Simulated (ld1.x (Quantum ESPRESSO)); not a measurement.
# Before and after: RRKJ potential for Au

```
Element                 : gold
Generator               : ld1.x (Quantum ESPRESSO) 7.5
Type                    : norm-conserving RRKJ (Kleinman–Bylander form)
Functional              : PBE
Relativity              : scalar-relativistic
Frozen core             : [Kr] 4d10 4f14
Valence charge          : 19
Reference configuration : 5s2 5p6 5d10 6s1 6p0
Partial waves           : 5s (bound): rc 1.10 bohr; 5p (bound): rc 1.75 bohr; 5d (bound): rc 1.70 bohr
Local potential         : all-electron potential smoothed inside 1.35 bohr (lloc = -1)
Core correction         : none
rho0                    : 0.02
```

Occupied shells without a wave of their own: 6s. They enter only through the test configuration that unscreens the potential.

Change: functional LDA (PZ).

Cutoffs: the cutoffs (Ry, on a coarse ladder) from which the occupation-weighted sum of valence levels, in a spherical-Bessel basis at the reference potential, stays within 10 and 1 mRy of its value at 400 Ry; they do not see the model core or the augmentation charge, which bear on the density cutoff. Errors are all-electron minus pseudo energies relative to the spin-unpolarised reference configuration.

Problem. How do hardness, ghosts and transferability respond?

Solution. The potential gets neither clearly harder nor softer (140 Ry and 200 Ry → 140 Ry and 200 Ry); the number of tests with a reliable result goes from 7 to 9; of the 7 tests that both files solve, the error grows in 4 and shrinks in 0 by more than 15 % and 0.3 meV (median size 117.3 → 140.3 meV); the range in which the s phases agree narrows (upper end at the end of the scan → 0.6); neither file shows a bound ghost.

| quantity | base | changed |
| --- | --- | --- |
| cutoff, loose | 140 Ry | 140 Ry |
| cutoff, tight | 200 Ry | 200 Ry |
| bound ghosts | none | none |
| largest miss of a reference level, eV | 0.07 | 0.09 |
| error for 5s2 5p6 5d10 6s0 6p0, meV [ΔE 9.41 → 9.77 eV] | +85 | +103 |
| error for 5s2 5p6 5d9 6s0 6p0, meV [ΔE 30.62 → 31.28 eV] | +117 | +140 |
| error for 5s2 5p6 5d8 6s0 6p0, meV [ΔE 64.49 → 65.44 eV] | +155 | +185 |
| error for 5s2 5p6 5d9 6s2 6p0, meV [ΔE 1.69 → 1.60 eV] | -77 | -93 |
| error for 5s2 5p6 5d9 6s1 6p0, meV [ΔE 12.12 → 12.37 eV] | +2.8 | +2.8 |
| error for 5s2 5p6 5d10 6s0 6p1, meV [ΔE 5.25 → 5.40 eV] | +159 | +178 |
| error for 5s2 5p5 5d10 6s1 6p0, meV [ΔE 66.11 → 66.40 eV] | -154 | -153 |
| s: phases at 1.89 bohr within 0.05 rad from the reference energy up to (Ry; the scan ends near 5) | to the end of the scan | 0.6 |
| p: phases at 1.89 bohr within 0.05 rad from the reference energy up to (Ry; the scan ends near 5) | 0.9 | 0.9 |
| d: phases at 1.89 bohr within 0.05 rad from the reference energy up to (Ry; the scan ends near 5) | to the end of the scan | to the end of the scan |
